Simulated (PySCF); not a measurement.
SeO₃ was optimised in PySCF in the def2-TZVP basis family (density fitting, no spin–orbit coupling) with several functionals.

One of them gave a singlet of D3h symmetry with a mean bond of 1.601 Å to Se, wavenumbers 262, 349 (×2), 911, 1024 (×2) cm⁻¹ and a HOMO–LUMO gap of 5.83 eV.

**Question.** Which level of theory was it?
A. B3LYP
B. PBE0
C. PBE

**Answer.** A. That is B3LYP, with Se–O 1.601 Å (×3). The others give PBE0 1.588 Å and 1071 cm⁻¹ for the highest mode; PBE 1.619 Å and 986 cm⁻¹ for the highest mode.

Each species is the lowest minimum found with this bonding; other isomers or fragments can lie lower.
